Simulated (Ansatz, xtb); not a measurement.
# Relative energy of two structures of FH6NSi3

Structure a: a singlet given by its coordinates. Structure b: `F[SiH2]N1[SiH2][SiH2]1`, a singlet. Both are isolated molecules in the gas phase, relaxed with PBE0-D3(BJ)/pcseg-1; the shapes shown needn't be the lowest conformers.

a (Å):

```xyz
11

F     0.9544    0.9276   -2.3709
N     0.8177    1.6320    0.2347
Si    0.5400    2.1836   -1.4058
Si    0.4417    2.8162    1.4635
Si    1.4271    0.0125    0.6151
H     1.4285    3.3156   -1.7624
H    -0.8939    2.4666   -1.6545
H     2.7706   -0.1922    0.0079
H     0.0079    3.8695    0.4076
H     1.5190   -0.0537    2.1010
H     0.4878   -1.0267    0.1118
```

Close contacts (Å): F1–Si3 1.64, N2–Si3 1.75, N2–Si4 1.75, N2–Si5 1.77, Si3–H6 1.48, Si3–H7 1.48, Si4–H9 1.55, Si5–H8 1.49, Si5–H10 1.49, Si5–H11 1.49.

b (Å):

```xyz
11

F     1.0662    1.8200   -2.9393
N     0.7943    1.4851   -0.2092
Si    0.0923    2.0783   -1.6520
Si    1.9057    1.9726    1.0864
Si    0.9305   -0.0036    0.7485
H    -0.0874    3.5506   -1.5598
H    -1.1708    1.3495   -1.9376
H     3.3020    2.2808    0.6728
H     1.3793    3.0055    2.0206
H    -0.3193   -0.4364    1.4320
H     1.6081   -1.1513    0.0859
```

Problem. Which of the two would you expect CCSD(T)/def2-SVP + ΔMP2/def2-TZVPP electronic energies to favour?

Solution. Too close to call at this level: CCSD(T)/def2-SVP + ΔMP2/def2-TZVPP gives E(b) − E(a) = +0.35 kcal/mol.

How the difference moves with the method:

| level | geometry | E(b) − E(a) (kcal/mol) | departure from the last row (kcal/mol) | job, with rough time for the two |
| --- | --- | --- | --- | --- |
| PBE0-D3(BJ)/pcseg-1 | PBE0-D3(BJ)/pcseg-1 | −4.00 | −4.34 | optimisation, 44 s |
| HF/def2-SVP | PBE0-D3(BJ)/pcseg-1 | +2.76 | +2.41 | part of the CCSD(T) run |
| MP2/def2-SVP | PBE0-D3(BJ)/pcseg-1 | −0.03 | −0.38 | part of the CCSD(T) run |
| CCSD(T)/def2-SVP | PBE0-D3(BJ)/pcseg-1 | +2.92 | +2.58 | single point |
| CCSD(T)/def2-SVP + ΔMP2/def2-TZVPP | PBE0-D3(BJ)/pcseg-1 | +0.35 |  | single point, 29 s |

The largest departure from CCSD(T)/def2-SVP + ΔMP2/def2-TZVPP is that of PBE0-D3(BJ)/pcseg-1, 4.34 kcal/mol. Levels run at GFN2-xTB geometries aren't shown. The last row adds to CCSD(T) the change of the MP2 difference between the two basis sets, here −2.58 kcal/mol.

With harmonic frequencies from PBE0-D3(BJ)/pcseg-1 (ideal gas, rigid rotor, one conformer each, 298.15 K, 1 atm): on the last row, ΔE + ΔZPE = +0.59 kcal/mol. A mode under 50 cm⁻¹ makes harmonic enthalpies and free energies unreliable, so none is given.

The correlated steps freeze 17 core orbitals. Codes used: Ansatz 0.2.0; the last row on 2 threads of Intel(R) Xeon(R) Gold 6455B (Sapphire Rapids) on a shared host.
